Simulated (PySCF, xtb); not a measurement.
fluoromethylidenecyclobutane (C₅H₇F), SMILES FC=C1CCC1.

The structure is a stationary point at B3LYP-D3(BJ)/def2-SVP. The geometry has at least one imaginary mode, so it is a saddle point at that level.

Level of theory: C-PCM-B3LYP/def2-SVP in PySCF 2.14.0.

The values are the electrostatic part of the solvation free energy, E(continuum) − E(gas) at the gas-phase geometry, in a cavity of scaled van der Waals radii (PySCF's table); cavitation and dispersion terms are not included. In vacuum the orbital gap is 6.75 eV. The dipole moment in vacuum is 1.61 D.

Computed values in water (ε = 78.36), dimethylsulfoxide (ε = 46.83), 2-propanol (ε = 19.26):
| solvent | ε | ΔG(elec) (kcal/mol) | dipole (D) | gap (eV) |
|---|---|---|---|---|
| water | 78.36 | -2.0 | 2.03 | 6.81 |
| dimethylsulfoxide | 46.83 | -2.0 | 2.02 | 6.81 |
| 2-propanol | 19.26 | -1.9 | 2.00 | 6.81 |

For comparison, GFN2-xTB/ALPB(water) (xtb, at the GFN2-xTB geometry, all terms of that model) gives -2.1 kcal/mol.
